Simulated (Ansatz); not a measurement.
Two structures of BH$_{2}$ClF$_{4}$, singlet, reached by relaxing down either side of one saddle point (PBE0-D4/def2-TZVP). Energies are electronic, without zero-point energy. Ansatz 0.2.0; basis: def2-TZVPP and def2-QZVPP; cores frozen in the correlated methods. Extrapolation: Hartree–Fock as exp(−7.88 √X), correlation as X^−2.97. First:

| atom | x (Å) | y (Å) | z (Å) |
| --- | --- | --- | --- |
| B1 | 0.0280 | -1.3006 | 0.2006 |
| Cl2 | 1.5830 | -0.6291 | -0.3542 |
| F3 | -0.5610 | -2.2054 | -0.5313 |
| F4 | -0.3388 | -1.0777 | 1.4370 |
| H5 | -0.8791 | 1.1883 | -0.3621 |
| F6 | -1.3119 | 0.3818 | -0.5790 |
| H7 | 1.0664 | 1.4857 | 0.0907 |
| F8 | 0.4134 | 2.1571 | 0.0983 |

Second:

B1  (-0.713, -1.234, 0.171)
Cl2  (2.028, -0.141, -0.226)
F3  (-0.521, -2.226, -0.657)
F4  (-0.535, -1.372, 1.458)
H5  (-0.631, 1.705, -0.171)
F6  (-1.233, -0.099, -0.289)
H7  (1.539, 1.053, -0.175)
F8  (0.066, 2.315, -0.111)
(Å)

(1) Which bonds change from the first to the second?

(2) Give the saddle point's structure and its height above each. (To be estimated.)

No T1 diagnostic of these runs exceeds 0.012.

Results:

(1) BClF₂ ([F][B]([F])[Cl]) + HF + HF → BF₃ ([F][B]([F])[F]) + HCl + HF; bonds formed: B1–F6, Cl2–H7, H5–F8; bonds broken: B1–Cl2, H5–F6, H7–F8.

(2) By the calculation: 8.11 kcal/mol above the first and 20.53 kcal/mol above the second (CCSD(T) at an estimated basis limit (MP2 extrapolated from triple and quadruple zeta, plus CCSD(T) − MP2 in triple zeta)).
```json
{"atom": "B1", "x (Å)": "-0.2618", "y (Å)": "-1.0136", "z (Å)": "0.1564"}
{"atom": "Cl2", "x (Å)": "1.5843", "y (Å)": "-0.3173", "z (Å)": "-0.0568"}
{"atom": "F3", "x (Å)": "-0.4833", "y (Å)": "-1.9279", "z (Å)": "-0.7815"}
{"atom": "F4", "x (Å)": "-0.4478", "y (Å)": "-1.3339", "z (Å)": "1.4343"}
{"atom": "H5", "x (Å)": "-0.5529", "y (Å)": "1.1964", "z (Å)": "-0.2009"}
{"atom": "F6", "x (Å)": "-1.1197", "y (Å)": "0.1950", "z (Å)": "-0.1539"}
{"atom": "H7", "x (Å)": "1.0210", "y (Å)": "1.2193", "z (Å)": "-0.1653"}
{"atom": "F8", "x (Å)": "0.2601", "y (Å)": "1.9820", "z (Å)": "-0.2322"}
```

Labels in which every atom is bracketed show which atoms are joined, not bond orders.

For scale, one of the runs: CCSD(T)/def2-TZVPP, 225 basis functions, launched by `ansatz run in.yaml --threads 8 --pin off --events-out ev --progress --plain --max-ram 19148MiB`. Time: 86 s of wall clock on 8 CPU threads of an Arm Neoverse V2; the host was shared. Peak host memory: 4.2 GiB.
